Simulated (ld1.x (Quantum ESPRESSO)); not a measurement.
**What one change does to a pseudopotential (Pd (Z = 46), RRKJ)**

```json
{"Element": "palladium", "Generator": "ld1.x (Quantum ESPRESSO) 7.5", "Type": "norm-conserving RRKJ (Kleinman–Bylander form)", "Functional": "revPBE", "Relativity": "scalar-relativistic", "Frozen core": "[Ar] 3d10", "Valence charge": "18", "Reference configuration": "4s2 4p6 4d9.5 5s0 5p0 (charge +0.5)", "Partial waves": "4p (bound): rc 1.65 bohr; 4d (bound): rc 1.90 bohr; 4s (bound): rc 1.10 bohr", "Local potential": "the s channel", "Core correction": "none"}
```

Change: wave 4d (bound): rc 1.90 bohr becomes 4d (bound): rc 1.28 bohr.

Cutoffs: the cutoffs (Ry, on a coarse ladder) from which the occupation-weighted sum of valence levels, in a spherical-Bessel basis at the reference potential, stays within 10 and 1 mRy of its value at 400 Ry; they do not see the model core or the augmentation charge, which bear on the density cutoff. Errors are all-electron minus pseudo energies relative to the spin-unpolarised reference configuration.

Question: How do hardness, ghosts and transferability respond?

Answer: The potential gets neither clearly harder nor softer (120 Ry and 200 Ry → 120 Ry and 230 Ry); the s channel sets the loose cutoff, while the largest relative change is in d, which becomes harder; of the 7 tests that both files solve, the error grows in 1 and shrinks in 3 by more than 15 % and 0.3 meV (median size 72.8 → 58.1 meV); neither file shows a bound ghost.

```tsv
quantity	base	changed
cutoff, loose	120 Ry	120 Ry
cutoff, tight	200 Ry	230 Ry
loose cutoff by channel (10 mRy a level)	p 30 Ry, d 40 Ry, s 110 Ry	p 30 Ry, d 50 Ry, s 110 Ry
bound ghosts	none	none
error for 4s2 4p6 4d10 5s0 5p0, meV [ΔE -3.19 eV]	-0.6	-0.1
error for 4s2 4p6 4d9 5s0 5p0, meV [ΔE 5.83 eV]	-0.4	+0.3
error for 4s2 4p6 4d8 5s0 5p0, meV [ΔE 26.56 eV]	-1.1	+3.4
error for 4s2 4p6 4d6 5s0 5p0, meV [ΔE 110.12 eV]	+113	+58
error for 4s2 4p6 4d9 5s0 5p1, meV [ΔE 2.05 eV]	+73	+73
error for 4s2 4p5 4d10 5s0 5p0, meV [ΔE 53.89 eV]	-139	-61
error for 4s2 4p6 4d8 5s1 5p0, meV [ΔE 10.43 eV]	+227	+222
```
